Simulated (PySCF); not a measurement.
Zr(OH)3(SH) (H4O3SZr), SMILES [OH][Zr]([OH])([OH])[SH], multiplicity 1.

Geometry optimised at B3LYP-D3(BJ)/def2-SVP. The multiplicity is an assumed one; no other spin state was optimised. The structure was generated by enumeration; whether it is a known compound was not checked. The def2 effective core potentials stand for the cores of Zr; spin–orbit coupling is left out. Other conformers were not sampled.

Method: PBE/def2-TZVP (PySCF).

Symmetry labels are those of the subgroup Cs that the program uses (full group Cs).

Computed valence orbital energies around the gap with their symmetry:
```json
[
 {"orbital": "HOMO−7", "symmetry": "A\"", "energy (eV)": "-8.32"},
 {"orbital": "HOMO−6", "symmetry": "A'", "energy (eV)": "-8.29"},
 {"orbital": "HOMO−5", "symmetry": "A'", "energy (eV)": "-7.94"},
 {"orbital": "HOMO−4", "symmetry": "A'", "energy (eV)": "-7.69"},
 {"orbital": "HOMO−3", "symmetry": "A\"", "energy (eV)": "-7.66"},
 {"orbital": "HOMO−2", "symmetry": "A\"", "energy (eV)": "-7.31"},
 {"orbital": "HOMO−1", "symmetry": "A'", "energy (eV)": "-6.63"},
 {"orbital": "HOMO", "symmetry": "A\"", "energy (eV)": "-5.69"},
 {"orbital": "LUMO", "symmetry": "A'", "energy (eV)": "-1.36"},
 {"orbital": "LUMO+1", "symmetry": "A\"", "energy (eV)": "-0.99"},
 {"orbital": "LUMO+2", "symmetry": "A'", "energy (eV)": "-0.90"},
 {"orbital": "LUMO+3", "symmetry": "A'", "energy (eV)": "-0.56"}
]
```
